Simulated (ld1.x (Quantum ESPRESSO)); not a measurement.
Configuration tests for beryllium (Be) (ultrasoft)

- Element: Be
- Generator: ld1.x (Quantum ESPRESSO) 7.5
- Type: ultrasoft
- Functional: LDA (PZ)
- Relativity: scalar-relativistic
- Frozen core: [He]
- Valence charge: 2
- Reference configuration: 2s1.5 2p0 (charge +0.5)
- Partial waves: 2s (bound): rcut 1.55, rcutus 2.15 bohr; 2s channel at 3.85 Ry: rcut 1.55, rcutus 2.15 bohr; 2p (bound, empty): rcut 3.25, rcutus 4.30 bohr; 2p channel at -0.05 Ry: rcut 3.25, rcutus 4.30 bohr
- Local potential: all-electron potential smoothed inside 4.00 bohr (lloc = -2)
- Core correction: a·sin(br)/r model core inside 1.85 bohr
- Augmentation charge: PSQ, radius 1.65 bohr

Energies are relative to the spin-unpolarised reference configuration 2s1.5 2p0; without spin polarisation the order of configurations can differ from experiment. Not all tests gave a result: test run stopped at test 4 of 7 (negative rho).

```json
{"valence configuration": "2s2 2p0", "charge": "0", "ΔE all-electron (eV)": "-3.752", "error AE − PS (meV)": "+2.7"}
{"valence configuration": "2s1 2p0", "charge": "+1", "ΔE all-electron (eV)": "5.768", "error AE − PS (meV)": "+6.9"}
{"valence configuration": "2s1 2p1", "charge": "0", "ΔE all-electron (eV)": "-0.232", "error AE − PS (meV)": "+8.3"}
```
